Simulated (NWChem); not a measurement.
Species: ZrO₂ cation, doublet; SMILES of the neutral closed-shell parent [O]=[Zr]=[O]

```xyz
3

Zr    -0.1853     0.0000     0.3323
O      1.1735     0.0000    -0.7123
O     -1.4531     0.0000    -1.0233
```
Atoms are numbered in this order, from 1.

Level: PBE0/def2-SVP with def2 effective core potentials on Zr, spin-unrestricted (NWChem), optimised geometry, unscaled harmonic frequencies. The spin multiplicity was typed, not searched, and may not be the lowest. def2 effective core potentials on Zr; no spin-orbit coupling.

**Question.** List the harmonic frequencies with IR intensities, and the thermochemistry.

**Answer.** 
```tsv
frequency (cm⁻¹)	IR intensity (km/mol)
181	14.1
489	7.1
968	67.7
```

| Item | Result |
|---|---|
| zero-point energy | 2.3 kcal/mol |
| thermal correction to the enthalpy at 298.15 K (with zero-point energy) | 5.3 kcal/mol |
| heat capacity Cv | 9.5 cal/(mol K) |
| entropy at 298.15 K and 1 atm (symmetry number 1, electronic part: spin degeneracy alone) | 68.3 cal/(mol K) |

Rigid rotor and harmonic oscillator.
